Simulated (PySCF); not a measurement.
Isomers of C5H9NSi, one conformer each. Computed, not measured: core-valence-separated Tamm–Dancoff BHandHLYP/aug-pcX-1 (pcseg-1 on H, def2-SVPD on Si) in PySCF, non-relativistic, gas phase, PBE0-D3(BJ)/def2-SVP geometry. Absolute energies from this functional tend to lie a few eV below measured edges; no shift was applied.

P. `C=N[SiH]1CC=CC1`
Q. `[H]/N=C\[C@H]1C=CC[SiH2]1`

Main lines, eV (oscillator strength):
1. C K: 282.8 (0.056), 282.8 (0.068), 283.2 (0.071), 285.4 (0.012), 285.9 (0.023); N K: 396.1 (0.058), 399.8 (0.016)
2. C K: 282.6 (0.070), 282.9 (0.124), 285.2 (0.015), 285.4 (0.027), 285.5 (0.015); N K: 395.5 (0.056), 400.4 (0.011), 400.9 (0.011)
Listed: the first five lines at most of each edge with a tenth or more of its strongest line's intensity; roots within 0.03 eV on the same or equivalent atoms are summed. Only the lowest roots were sought, and the top ones are left out.

Which spectrum belongs to which isomer?

1 = Q, 2 = P.
- P: first C line listed at 282.6 eV, hole on the C=N carbon (1s→π*); first N line listed at 395.5 eV, hole on the C=N nitrogen.
- Q: first C line listed at 282.8 eV, hole on the alkene CH carbon (1s→π*); first N line listed at 396.1 eV, hole on the imine nitrogen.

What are the ground-state energies of the isomers at BHandHLYP/aug-pcX-1 (pcseg-1 on H, def2-SVPD on Si), relative to the lowest?

P 0.0, Q 45.5 kJ/mol (electronic energies on these geometries, no dispersion or zero-point terms).
